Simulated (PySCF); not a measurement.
PySCF input file for C2H6ClFOSi, SMILES [Si@@H](F)(Cl)[C@@H](O)C, KT2/pcSseg-1. Geometry optimised at PBE0-D3(BJ)/def2-SVP. The structure was generated by enumeration; whether it is a known compound was not checked. Other conformers were not sampled.

```python
import numpy as np
from pyscf import gto, scf, dft
from pyscf.prop.nmr import rks as nmr

mol = gto.M(
    atom='''
    C    -2.08944474   -0.34664965   -0.91370300
    C    -1.13972981   -0.78610767    0.19107309
    O    -1.38203116   -0.12813843    1.41185190
    Si    0.65538056   -0.44572484   -0.26075975
    F     1.63321670   -0.96056364    0.92048740
    Cl    0.94240178    1.57377758   -0.49921810
    H    -2.01696520    0.73976081   -1.07382276
    H    -3.13300659   -0.58361246   -0.64563599
    H    -1.87341629   -0.85640803   -1.86625518
    H    -1.20899382   -1.89107864    0.30597289
    H    -2.28753438   -0.31519678    1.68350462
    H     1.05610476   -1.14081195   -1.50984204
    ''',
    basis='pcSseg-1',
    charge=0,
    spin=0,
    max_memory=1600,
    verbose=3,
)
mf = dft.RKS(mol, xc='kt2')
mf.grids.level = 3
mf.conv_tol = 1e-10
mf.max_cycle = 100
mf.kernel()
n = nmr.NMR(mf)
n.verbose = 2
n.max_cycle_cphf = 60
sigma = n.kernel()
print('atom   isotropic/ppm   span/ppm')
for i, s in enumerate(sigma):
    w = np.linalg.eigvalsh((s + s.T) / 2)
    print(f'{mol.atom_symbol(i):2s}{i + 1:3d} {w.mean():14.3f} {w[2] - w[0]:11.3f}')
```

Output:

```
converged SCF energy = -1014.28187645921
atom   isotropic/ppm   span/ppm
C   1        163.067      35.428
C   2        117.890      58.943
O   3        280.769      64.782
Si  4        347.596      77.388
F   5        315.574     122.460
Cl  6        907.331     269.992
H   7         29.824       8.366
H   8         30.057       9.481
H   9         30.108      10.444
H  10         27.321       7.409
H  11         31.402      20.512
H  12         25.755       8.578
```

The run converged.

Cost: about 60 core-seconds (a rough figure).
